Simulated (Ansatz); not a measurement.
Molecule: WF2, charge 0, multiplicity 3. The spin state was set by rule; other spins were not relaxed. 
Geometry from a B3LYP-D3(BJ)/def2-TZVP (Ansatz, a quantum-chemistry and plane-wave program) optimisation:
SMILES: [F][W][F]
```xyz
3

W      0.0000     0.0000     0.0000
F      0.0000     0.0000     1.8313
F      0.0000     0.0000    -1.8313
```
Charge 0, spin multiplicity 3.

Property: vertical ionisation energy (to the quartet state of charge +1; each state is the SCF solution reached for its spin), in eV. Valence correlation only, unless marked. Open shells are spin-unrestricted. Spin-orbit coupling is left out. Frozen are the shells of the preceding noble gas and the d and f shells that filled before the atom's block. Past Kr the def2 sets carry scalar-relativistic core potentials. 

```csv
level,program,vertical ionisation energy (eV)
SVWN5/def2-TZVPD,Ansatz,8.56
PBE/def2-TZVPD,Ansatz,8.12
r2SCAN/def2-TZVPD,Ansatz,7.81
B3LYP/def2-TZVPD,Ansatz,8.47
PBE0/def2-TZVPD,Ansatz,8.12
BHLYP/def2-TZVPD,Ansatz,8.34
CAM-B3LYP/def2-TZVPD,Ansatz,8.49
wB97M-V/def2-TZVPD,Ansatz,8.45
wB97X-V/def2-TZVPD,Ansatz,8.41
CCSD/def2-SVPD,Ansatz,8.02
CCSD/def2-TZVPPD,Ansatz,8.09
CCSD(T)/def2-SVPD,Ansatz,8.02
CCSD(T)/def2-TZVPPD,Ansatz,8.12
```
